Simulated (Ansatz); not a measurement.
Calculation: Ansatz (a first-principles code) with PBE-D3(BJ)/def2-SVP. No frequencies were computed at this level.

Ansatz 0.2 input:
```yaml
crystal:
  periodic: [false, false, false]
  atoms:
    - { symbol: Cd, position_ang: [0.000001, 0.0, 0.000001] }
    - { symbol: Br, position_ang: [2.320605, -0.140057, 0.756192] }
    - { symbol: Br, position_ang: [-2.320606, 0.140057, -0.756194] }
basis:
  gaussian: { orbitals: def2-svp }
hamiltonian:
  xc: pbe
  dispersion: d3bj
relax:
  max_steps: 150
```

Output:

```
Functional definition: PBE
998 factors; their error is unknown
mean field evaluation 1: about -144619.6721 eV, gradient 2.7e1 eV
mean field evaluation 2: about -144612.7951 eV, gradient 5.5e1 eV
mean field evaluation 4: about -144621.8124 eV, gradient 1.4e0 eV
mean field evaluation 8: about -144621.7142 eV, gradient 1.4e-2 eV
mean field -144621.71421483 eV, -5314.7499692762 hartree, gradient 3.4e-5 eV, S^2 0.000000; 0 other end points of the search recorded, 0 dependent functions left out
reference -144621.71424984 eV, -5314.7499705627 hartree; 45, 45 occupied and 50, 50 virtual orbitals, 998 factors
relax step   1: F+E_penalty+E_count = -144621.79269410 eV  Δ(F+E_penalty+E_count) = +0.000e0 eV  max|allowed force component| = 2.599e-1 eV/Å  Δτ_max = 0.0000 Å  (24 SCF iters, accepted)
these checks for a lower state are left out or cut short: starts, cluster_reference, orbital_swaps, neighbouring_geometries, increment
998 factors; their error is unknown
mean field evaluation 16: about -144621.8229 eV, gradient 8.4e-3 eV
mean field -144621.71880366 eV, -5314.7501379128 hartree, gradient 1.4e-5 eV, S^2 0.000000; 0 other end points of the search recorded, 0 dependent functions left out
reference -144621.71883866 eV, -5314.7501391990 hartree; 45, 45 occupied and 50, 50 virtual orbitals, 998 factors
relax step   2: F+E_penalty+E_count = -144621.79809439 eV  Δ(F+E_penalty+E_count) = -5.400e-3 eV  max|allowed force component| = 1.266e-1 eV/Å  Δτ_max = 0.0358 Å  (27 SCF iters, accepted)
these checks for a lower state are left out or cut short: starts, cluster_reference, orbital_swaps, neighbouring_geometries, increment
998 factors; their error is unknown
mean field -144621.72052794 eV, -5314.7502012787 hartree, gradient 1.2e-5 eV, S^2 0.000000; 0 other end points of the search recorded, 0 dependent functions left out
reference -144621.72056294 eV, -5314.7502025649 hartree; 45, 45 occupied and 50, 50 virtual orbitals, 998 factors
relax step   3: F+E_penalty+E_count = -144621.79956746 eV  Δ(F+E_penalty+E_count) = -1.473e-3 eV  max|allowed force component| = 2.375e-3 eV/Å  Δτ_max = 0.0109 Å  (27 SCF iters, accepted)
998 factors; their error is unknown
mean field evaluation 32: about -144621.7205 eV, gradient 1.2e-5 eV
mean field -144621.72052794 eV, -5314.7502012787 hartree, gradient 1.2e-5 eV, S^2 0.000000; 1 other end points of the search recorded, 0 dependent functions left out
reference -144621.72056294 eV, -5314.7502025649 hartree; 45, 45 occupied and 50, 50 virtual orbitals, 998 factors
Total energy: -144621.79960246 eV, -5314.7531072139 hartree
Atom 0 at     0.000001     0.000000     0.000001 Å, force     0.000000     0.000000     0.000000 eV/Å
Atom 1 at     2.296979    -0.138631     0.748493 Å, force     0.002375    -0.000143     0.000774 eV/Å
Atom 2 at    -2.296980     0.138631    -0.748495 Å, force    -0.002375     0.000143    -0.000774 eV/Å
Dipole moment:     0.000000     0.000000     0.000000 e Å
```

Cost: around 7 core-seconds (rough).
